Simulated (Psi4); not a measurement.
Pair of molecules, SMILES N with SMILES C=CF (the first has 4 atoms); geometry from B3LYP-D3(BJ)/def2-TZVP.
(charge 0, multiplicity 1):
```xyz
10

N     -0.02761    -0.09532     0.64328
H      0.65504     0.24668     1.31115
H      0.41783    -0.82509     0.09885
H     -0.24275     0.66623     0.00996
C     -1.00656    -0.35792     3.90895
C      0.09519     0.15891     4.41065
F      1.11778     0.57550     3.62103
H     -1.14257    -0.47241     2.84044
H     -1.78723    -0.67219     4.58661
H      0.32290     0.31308     5.45686
```

Computed with SAPT0/jun-cc-pV(D+d)Z (Psi4).

Problem. Which attractive term is largest, and how does the interaction split up?

Solution. electrostatics -4.71, exchange 4.42, induction -0.98, dispersion -1.45, total -2.73 kcal/mol; the largest attraction is electrostatics.
